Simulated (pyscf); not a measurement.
## `[OH][SnH]([Cl])[Cl]`, singlet

Gas-phase minimum from PySCF at ωB97X-D3(BJ)/def2-SVP, one conformer. 

SMILES: [OH][SnH]([Cl])[Cl]
```xyz
6

O      1.2677     0.9239    -1.0267
Sn     0.2825    -0.1569     0.2741
Cl    -0.7550     1.2777     1.7783
Cl    -1.4354    -1.2605    -0.8342
H      0.7131     1.5675    -1.4862
H      1.3440    -1.2288     1.0302
```

Bonds (Å): O1–Sn2 1.957, O1–H5 0.966, Sn2–Cl3 2.323, Sn2–Cl4 2.323, Sn2–H6 1.687. Bond angles (°): Sn2–O1–H5 113.3, O1–Sn2–Cl3 108.3, O1–Sn2–Cl4 108.5, O1–Sn2–H6 109.4, Cl3–Sn2–Cl4 105.8, Cl3–Sn2–H6 112.5, Cl4–Sn2–H6 112.2.

Properties at ωB97X-D3(BJ)/def2-SVP:

- Harmonic wavenumbers, unscaled: 117, 121, 161, 217, 397, 408, 567, 580, 666, 866, 2060, 3892 cm⁻¹
- Zero-point energy: 14.4 kcal/mol
- Rotational symmetry number: 1
- Entropy of this conformer at 298 K and 1 atm, rigid rotor and harmonic oscillator, modes under 100 cm⁻¹ raised to 100: 352.7 J/(mol K)
- Dipole moment: 1.01 D

Single-point totals, which compare only within one level (frozen core for MP2 and CC):

```csv
level,total energy (hartree)
ωB97X-D3(BJ)/def2-TZVP,-1211.40330
PBE/def2-TZVP,-1210.83679
r²SCAN/def2-TZVP,-1211.28197
B3LYP-D3(BJ)/def2-TZVP,-1211.40820
PBE0-D3(BJ)/def2-TZVP,-1210.92347
M06-2X/def2-TZVP,-1211.17623
ωB97M-D3(BJ)/def2-TZVP,-1211.44889
HF/def2-TZVPP,-1208.55087
MP2/def2-TZVPP,-1209.48861
CCSD/def2-TZVPP,-1209.51625
CCSD(T)/def2-TZVPP,-1209.55257
```

Soft torsions are taken as harmonic, which can shift the entropy by several J/(mol K). The CCSD(T) − MP2 part came from Ansatz, without density fitting, on the same reference. The frozen core leaves the outer d or s,p core shells of the metals and heavy elements correlated in the MP2 and CC values, and def2-TZVPP describes them poorly, so these totals are far from the basis limit. Elements past Kr carry the def2 core potentials, without spin-orbit coupling.
